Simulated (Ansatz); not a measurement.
```yaml
crystal:
  periodic: [false, false, false]
  atoms:
    - {symbol: C, position_ang: [-0.736983, 1.953563, 0.381411]}
    - {symbol: N, position_ang: [-0.623487, 0.515911, 0.255398]}
    - {symbol: Si, position_ang: [0.807100, -0.270987, -0.296359]}
    - {symbol: Ga, position_ang: [0.470402, -2.655201, -0.218499]}
    - {symbol: H, position_ang: [-1.516270, 2.221417, 1.100665]}
    - {symbol: H, position_ang: [-0.957853, 2.463378, -0.566295]}
    - {symbol: h, position_ang: [0.204156, 2.361014, 0.760347]}
    - {symbol: H, position_ang: [-1.502767, 0.056057, 0.081847]}
    - {symbol: H, position_ang: [1.235607, 0.121924, -1.683099]}
    - {symbol: H, position_ang: [1.934274, 0.164901, 0.580656]}
    - {symbol: H, position_ang: [1.666624, -3.672898, -0.316738]}
    - {symbol: H, position_ang: [-0.980813, -3.259086, -0.079346]}
basis:
  gaussian: {orbitals: def2-TZVP}
hamiltonian: {xc: {name: PBE}, dispersion: d3bj}
```

```sh
$ ansatz run in.yaml --threads 2 --pin off --events-out ev --progress --plain --max-ram 32768MiB --backend cpu
```

It prints (some lines left out):

```
Error: YAML parse error: error: line 10 column 16: `h` is not an element symbol (H … Og, case-exact)
 8 |     - {symbol: H, position_ang: [-1.516270, 2.221417, 1.100665]}
 9 |     - {symbol: H, position_ang: [-0.957853, 2.463378, -0.566295]}
10 |     - {symbol: h, position_ang: [0.204156, 2.361014, 0.760347]}
11 |     - {symbol: H, position_ang: [-1.502767, 0.056057, 0.081847]}
12 |     - {symbol: H, position_ang: [1.235607, 0.121924, -1.683099]}
```

(1) What is wrong with this run?

Results:

(1) An element symbol is wrong. The input was rejected before any iteration.
